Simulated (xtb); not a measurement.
B2H4, SMILES BB. All values are semi-empirical tight-binding results from xtb (GFN2-xTB unless named), good for trends rather than for accurate numbers. Geometry optimised at GFN2-xTB.

Question: Estimate the properties. (The exact figures need the calculation; the answer reports its results.)

Answer: 
The point group as xtb finds it comes out as D2d, the orbital gap comes out as 3.70 eV and the dipole moment is 0.00 D. The zero-point energy is 23.7 kcal/mol and the G − E(el) at 298.15 K (modified RRHO) is 10.3 kcal/mol. The static polarisability (D4 model) is 28.3 bohr³. The solvation energy, GFN2-xTB/ALPB(water) comes out as -1.4 kcal/mol and the solvation energy, GFN2-xTB/ALPB(hexane) is -2.1 kcal/mol.

Question: Give the IR lines (harmonic; lines under 4 % of the strongest left out, lines within 3 cm⁻¹ merged). (Estimate from the structure and the level; the computed values follow.)

Answer: ν (cm⁻¹): 825 (vs), 1163 (w), 2598 (s), 2613 (vs) (against the strongest line: vs over 80 %, s over 45 %, m over 15 %, w over 4 %, vw less)
